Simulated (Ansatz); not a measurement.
Program: Ansatz. Geometries: PBE0-D4/def2-TZVP. ΔE: electronic, gas phase. CBS: MP2 limit from def2 TZ/QZ plus the TZ coupled-cluster correction, frozen cores. This one scheme is used for every species. DFT in def2-TZVPP. HSE06 is defined as in plane-wave codes. Elements past krypton have def2 core potentials. For Sn outer-core shells are correlated without core-valence functions, which leaves a few kJ/mol of doubt a bond.

Reaction (formal exchange of groups at a C–Sn bond): `C#[C][Sn]([Cl])([Cl])[Cl]` + `[F][AlH][F]` → `C#[C][Al]([F])[F]` + `[Cl][SnH]([Cl])[Cl]`

Is it downhill or uphill in electronic energy at CCSD(T)/CBS, and by how much? (Best estimate.)

The calculation gave: Downhill: ΔE = -0.47 eV.

What do these levels give: LDA (SPW92), PBE-D4, r2SCAN-D4, B2PLYP, PBE-QIDH, r2SCAN, HSE06, BHLYP, MP2/def2-TZVPP, SCS-MP2/def2-TZVPP, CCSD/def2-TZVPP, MP2/def2-QZVPP? (Estimate.)

The calculation gave: LDA (SPW92) -0.58, PBE-D4 -0.54, r2SCAN-D4 -0.59, B2PLYP -0.52, PBE-QIDH -0.50, r2SCAN -0.61, HSE06 -0.57, BHLYP -0.59, MP2/def2-TZVPP -0.41, SCS-MP2/def2-TZVPP -0.42, CCSD/def2-TZVPP -0.48, MP2/def2-QZVPP -0.42 eV.

Largest T1 diagnostic among the species: 0.014.

Leaving LDA and LC-ωPBE aside and taking each functional with its dispersion term where it has one, the values spread over 0.09 eV, from r2SCAN-D4 to PBE-QIDH. In def2-TZVPP, CCSD(T) changes the Hartree–Fock value by +0.11 eV (the triples alone add +0.02 eV) and MP2 by +0.16 eV.
